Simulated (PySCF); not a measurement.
Molecule: SMILES SC1CCCCC1, C$_{6}$H$_{12}$S.

Molfile (atoms numbered from 1):
```
C6H12S
     RDKit          3D

 19 19  0  0  0  0  0  0  0  0999 V2000
    2.6831   -1.1908    0.2432 S   0  0  0  0  0  0  0  0  0  0  0  0
    1.1055   -0.4295   -0.2788 C   0  0  0  0  0  0  0  0  0  0  0  0
   -0.0182   -1.4046    0.0640 C   0  0  0  0  0  0  0  0  0  0  0  0
   -1.3798   -0.8351   -0.3231 C   0  0  0  0  0  0  0  0  0  0  0  0
   -1.6194    0.5292    0.3144 C   0  0  0  0  0  0  0  0  0  0  0  0
   -0.4935    1.5006   -0.0227 C   0  0  0  0  0  0  0  0  0  0  0  0
    0.8683    0.9314    0.3669 C   0  0  0  0  0  0  0  0  0  0  0  0
    3.4877   -0.2030   -0.2051 H   0  0  0  0  0  0  0  0  0  0  0  0
    1.1382   -0.3106   -1.3758 H   0  0  0  0  0  0  0  0  0  0  0  0
    0.0057   -1.6022    1.1512 H   0  0  0  0  0  0  0  0  0  0  0  0
    0.1576   -2.3701   -0.4365 H   0  0  0  0  0  0  0  0  0  0  0  0
   -2.1752   -1.5418   -0.0370 H   0  0  0  0  0  0  0  0  0  0  0  0
   -1.4329   -0.7381   -1.4226 H   0  0  0  0  0  0  0  0  0  0  0  0
   -1.6793    0.4110    1.4115 H   0  0  0  0  0  0  0  0  0  0  0  0
   -2.5907    0.9383   -0.0073 H   0  0  0  0  0  0  0  0  0  0  0  0
   -0.6530    2.4686    0.4789 H   0  0  0  0  0  0  0  0  0  0  0  0
   -0.5054    1.7095   -1.1080 H   0  0  0  0  0  0  0  0  0  0  0  0
    0.9293    0.8108    1.4628 H   0  0  0  0  0  0  0  0  0  0  0  0
    1.6741    1.6286    0.0844 H   0  0  0  0  0  0  0  0  0  0  0  0
  1  2  1  0
  2  3  1  0
  3  4  1  0
  4  5  1  0
  5  6  1  0
  6  7  1  0
  7  2  1  0
  1  8  1  0
  2  9  1  0
  3 10  1  0
  3 11  1  0
  4 12  1  0
  4 13  1  0
  5 14  1  0
  5 15  1  0
  6 16  1  0
  6 17  1  0
  7 18  1  0
  7 19  1  0
M  END
```

Geometry PBE0-D3(BJ)/def2-SVP throughout; GIAO in PySCF 2.14.0 with density-fitted response routines, gas phase, one conformer, non-relativistic; equivalent atoms averaged; basis pcSseg-1.

For orientation, KT3 gives these shifts δ (against CS2, TMS at the same level): S1 -13.1, C2 44.5, C3/C7 39.5, C4/C6 30.9, H9 2.73, H8 1.53, H11/H19 1.69, H15 1.54, H10/H18 1.22 ppm.

A run gave: S1 -37.9, C2 41.0, C3/C7 37.6, C4/C6 28.0, H9 2.37, H8 1.71, H11/H19 1.57, H15 1.45, H10/H18 1.09 ppm (shifts δ (against CS2, TMS at the same level)).

Task: Which functional was used in that run?
A. LDA
B. B97-2
C. PBE
D. WP04
E. wB97X-D

Result: E. S1 tells them apart best: wB97X-D gives -37.9, B97-2 gives -32.4, LDA gives -20.5, PBE gives -16.3, WP04 gives -13.9 ppm.
